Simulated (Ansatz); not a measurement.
A structure relaxed at r2SCAN-D4/def2-SVP in Ansatz, charge 0, singlet:

```xyz
7

Sn   -1.502    0.453   -0.880
Sn    0.568   -2.117   -0.388
Sn    0.678    1.630    1.356
O    -0.194    1.957   -0.377
O    -0.279   -0.960   -1.734
O     1.118   -0.450    0.897
O    -0.388   -0.513    1.126
```

Q: Give its formula and point group.

A: Sn₃O₄. Point group Cs (tolerance 0.1 Å).

Q: Summarise the bond lengths by kind (pairs closer than 1.2 times the sum of covalent radii, bridged metal pairs left out).

A: 8 × O–Sn 1.97 to 2.40 Å; 1 × O–O 1.52 Å.

In the def2 sets Sn takes a core potential; there is no spin–orbit coupling. The structure holds one bond between oxygen atoms, so isomers without such links may lie far lower. Another isomer (singlet) lies 0.32 eV lower at PBE0-D4/def2-TZVP; other spin states weren't run for this one.
